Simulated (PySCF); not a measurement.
ClI. Atoms are numbered in the order given.

```xyz
2

Cl     0.0000     0.0000    -1.7753
I      0.0000     0.0000     0.5694
```

The structure is a stationary point at B3LYP-D3(BJ)/def2-TZVP. The def2 effective core potentials stand for the cores of I; spin–orbit coupling is left out.

These are TDDFT-PBE/def2-TZVPD (PySCF 2.14.0) values and carry that method's errors.

Vertical excitations; the highest root listed may be one member of a degenerate set. The molecule is in vacuum. State labels are in the subgroup C2v.

| state | symmetry | energy (eV) | λ (nm) | f | main pairs |
|---|---|---|---|---|---|
| S1 | B1 | 2.46 | 505 | 0.001 | HOMO→LUMO (degenerate set) |
| S2 | B2 | 2.46 | 505 | 0.001 | HOMO−1→LUMO (degenerate set) |
| S3 | B1 | 4.61 | 269 | 0.001 | HOMO−2→LUMO (degenerate set) |
| S4 | B2 | 4.61 | 269 | 0.001 | HOMO−3→LUMO (degenerate set) |
| S5 | B1 | 6.65 | 186 | 0.052 | HOMO→LUMO+1 (degenerate set) |
| S6 | B2 | 6.65 | 186 | 0.052 | HOMO−1→LUMO+1 (degenerate set) |
| S7 | B1 | 7.09 | 175 | 0.021 | HOMO→LUMO+2 (degenerate set) |
| S8 | B2 | 7.09 | 175 | 0.021 | HOMO−1→LUMO+2 (degenerate set) |
| S9 | A1 | 7.18 | 173 | 0.000 | HOMO→LUMO+3, HOMO−1→LUMO+4 (degenerate set) |
| S10 | A2 | 7.18 | 173 | 0.000 | HOMO→LUMO+4, HOMO−1→LUMO+3 (degenerate set) |
| T1 | B1 | 1.79 | 692 | 0 | HOMO→LUMO (degenerate set) |
| T2 | B2 | 1.79 | 692 | 0 | HOMO−1→LUMO (degenerate set) |
| T3 | B1 | 3.97 | 312 | 0 | HOMO−2→LUMO (degenerate set) |
| T4 | B2 | 3.97 | 312 | 0 | HOMO−3→LUMO (degenerate set) |
Triplets are in the Tamm–Dancoff approximation, which puts them higher than full response would, so one can lie above its singlet here.
